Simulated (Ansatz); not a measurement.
Geometry optimisation, Ansatz, RKS BLYP/6-31G.

Input:

```yaml
crystal:
  periodic: [false, false, false]
  atoms:
    - { symbol: B, position_ang: [-1.133342, 0.815803, -0.213291] }
    - { symbol: F, position_ang: [-0.182932, 0.155484, -2.667845] }
    - { symbol: "N", position_ang: [-0.224452, 0.157308, 0.352514] }
    - { symbol: C, position_ang: [0.739518, -0.543023, 1.149437] }
    - { symbol: H, position_ang: [0.240638, -0.149363, -1.894348] }
    - { symbol: Cl, position_ang: [-2.458997, 1.774816, -0.849868] }
    - { symbol: H, position_ang: [1.760137, -0.157185, 0.976908] }
    - { symbol: H, position_ang: [0.517032, -0.430102, 2.225769] }
    - { symbol: H, position_ang: [0.742399, -1.623738, 0.920625] }
basis:
  gaussian: { orbitals: "6-31G" }
hamiltonian:
  xc: blyp
relax:
  f_tol: 0.03
  max_steps: 50
```

Command:

```bash
$ ansatz run input.yaml --threads 1 --pin off --max-ram 2048MiB --backend cpu --events-out ev --progress --plain --runs-dir out
```

**Question.** Where does it end, and by what steps?

**Answer.** The run converged. Limits of this set-up: no polarisation functions. After 7 steps the energy has fallen by 0.064 eV; F2 moved furthest, 0.33 Å.

```csv
step,energy less start (eV),largest force component (eV/Å),accepted
0,0.0000,1.459,yes
1,-0.0116,1.596,yes
2,-0.0064,1.180,no
3,-0.0436,0.860,yes
4,-0.0489,0.715,yes
5,-0.0594,0.499,yes
6,-0.0634,0.076,yes
7,-0.0641,0.021,yes
```

```xyz
9
Properties=species:S:1:pos:R:3
B -1.208 0.866 -0.162
F 0.082 -0.027 -2.602
N -0.258 0.181 0.301
C 0.729 -0.535 1.063
H 0.192 -0.114 -1.639
Cl -2.536 1.824 -0.783
H 1.743 -0.150 0.860
H 0.537 -0.434 2.145
H 0.718 -1.611 0.815
```

Run time: 47 s on 1 thread of Arm Neoverse N1 (shared host), peak memory 0.24 GiB.
